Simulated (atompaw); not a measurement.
What one change does to a pseudopotential (Ge, PAW (atompaw))

germanium, PAW, made with atompaw 4.2.0.5 (PBE, scalar-relativistic). Core [Ar] 3d10, reference 4s2 4p2. Waves: 4s (bound): rc 1.30 bohr; 4s channel at 1.75 Ry: rc 1.30 bohr; 4p (bound): rc 2.20 bohr; 4p channel at 3.55 Ry: rc 2.20 bohr; 4d channel at -0.05 Ry: rc 2.10 bohr; 4d channel at 1.6 Ry: rc 2.20 bohr. Local part: bessel scheme, radius 2.15 bohr. Core correction: smooth core density matched at 2.10 bohr. Augmentation charge: sinc compensation charge, radius 1.95 bohr; PAW radius 2.20 bohr; waves and projectors: custom polynom vanderbiltortho.

Change: local potential troulliermartins scheme with l = 3 at 0 Ry, radius 2.15 bohr.

Cutoffs: the cutoffs (Ry, on a coarse ladder) from which the occupation-weighted sum of valence levels, in a spherical-Bessel basis at the reference potential, stays within 10 and 1 mRy of its value at 400 Ry; they do not see the model core or the augmentation charge, which bear on the density cutoff.

Q: What does the change do?

A: The potential gets neither clearly harder nor softer (30 Ry and 50 Ry → 30 Ry and 45 Ry); the bound ghosts move from s to d, s; the range in which the d phases agree widens (upper end 0.7 → at the end of the scan). A state that the projectors do not describe sees the local part alone, so a deeper or shallower local part can create or remove a ghost.

```csv
quantity,base,changed
"cutoff, loose",30 Ry,30 Ry
"cutoff, tight",50 Ry,45 Ry
loose cutoff by channel (10 mRy a level),"s 25 Ry, p 6 Ry","s 30 Ry, p 6 Ry"
bound ghosts,s,"s, d"
s: phases at 2.21 bohr within 0.05 rad from the reference energy up to (Ry; the scan ends near 5),to the end of the scan,to the end of the scan
p: phases at 2.21 bohr within 0.05 rad from the reference energy up to (Ry; the scan ends near 5),to the end of the scan,to the end of the scan
d: phases at 2.21 bohr within 0.05 rad from the reference energy up to (Ry; the scan ends near 5),0.7,to the end of the scan
lowest overlap eigenvalue by channel,"s 0.98, p 0.61, d 0.92","s 0.51, p 0.39, d 0.89"
```

 A true bound ghost makes a file unfit for plane-wave use even where its test errors are small: the radial tests pick states by their node count and pass the ghost by. The cutoffs see the waves, projectors and local potential, not the compensation charge or the core.
